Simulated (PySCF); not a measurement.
Isomers of C4H9F3Ge, from PBE0-D3(BJ)/def2-SVP geometry optimisation, gas phase (PySCF 2.14.0). One conformer each, no zero-point energy, no frequencies.

Question: Which is lower in electronic energy at this level?
A. Ge(CF3)Me3 (`[CH3][Ge]([CH3])([CH3])[C](F)(F)F`): A = 1910, B = 1120, C = 1120 MHz, dipole 2.74 D
B. `[CH3:1][CH2:2][CH2:3][GeH2:4][C:5]([F:6])([F:7])[F:8]` with C1–C2–C3–Ge4 61°, C2–C3–Ge4–C5 162°: A = 3175, B = 729.8, C = 686.2 MHz, dipole 2.68 D

Answer: A. That is Ge(CF3)Me3, `[CH3][Ge]([CH3])([CH3])[C](F)(F)F`, 16.3 kcal/mol below the other.

```tsv
SMILES	mapped SMILES	E (Eh)	relative (kcal/mol)	relative (kJ/mol)	dipole (D)
[CH3][Ge]([CH3])([CH3])[C](F)(F)F	–	-2533.07767	0.0	0.0	2.74
CC[CH2][GeH2][C](F)(F)F	[CH3:1][CH2:2][CH2:3][GeH2:4][C:5]([F:6])([F:7])[F:8]	-2533.05167	16.3	68.2	2.68
```
